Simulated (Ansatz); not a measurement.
Ansatz results at the PBE0-D4/def2-TZVP geometry: HOMO energy (PBE/def2-TZVPP) -4.49 eV; size of the dipole moment (PBE/def2-TZVPP) 0.54 D; LUMO energy (PBE/def2-TZVPP) -2.03 eV.

Each molecule was computed in one conformer, which needn't be the lowest.

Q: Which molecule gave them?
A. `C[N](C)[Sc]1234([N](C)C)[C@H]5[C@@H]1[C@@H]2[C@@H]3[C@H]54`
B. `C[N](C)[Hf]1234([NH2])([NH2])[C@@H]5[C@H]1[C@H]2[C@@]3(F)[C@@H]54`
C. `C[O][Sc]1234([N](C)C)[C@@H]5[C@H]1[C@H]2[C@@]3(C)[C@@H]54`
D. `[CH3][Zr]1234([F])([F])[C@@H]5[C@H]1[C@H]2[C@@]3([SiH3])[C@@H]54`

A: A. The others give `C[N](C)[Hf]1234([NH2])([NH2])[C@@H]5[C@H]1[C@H]2[C@@]3(F)[C@@H]54`: -4.79, 1.27, -0.84; `C[O][Sc]1234([N](C)C)[C@@H]5[C@H]1[C@H]2[C@@]3(C)[C@@H]54`: -4.56, 0.88, -2.01; `[CH3][Zr]1234([F])([F])[C@@H]5[C@H]1[C@H]2[C@@]3([SiH3])[C@@H]54`: -6.41, 2.39, -2.16.
